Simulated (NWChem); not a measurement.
System: SiOH, doublet; SMILES O=[SiH]

```xyz
3

O     -0.0155    -1.0382     0.0000
Si     0.0942     0.4981     0.0000
H     -1.1954     1.3325     0.0000
```
Atoms are numbered in this order, from 1.

In the optimisation the excess spin sits in a' (Cs, its own frame). Coordinates come from a PBE0/def2-SVP, spin-unrestricted optimisation. No stability test was run on the SCF state.

Symmetry labels are those of Cs in the frame above (b1 and b2, or b-type labels, depend on it).

List the 6 lowest vertical excitations from B3LYP/6-31G* (spherical d), spin-unrestricted, TDA (NWChem).


```csv
state,energy (eV),oscillator strength,symmetry of the excitation,<S²>
state 1,2.94,0.009,a",0.77
state 2,3.03,0.020,a',0.79
state 3,3.17,0.013,a",0.78
state 4,4.16,0.005,a',1.44
state 5,4.43,0.005,a',2.05
state 6,4.58,0.002,a",2.56
```
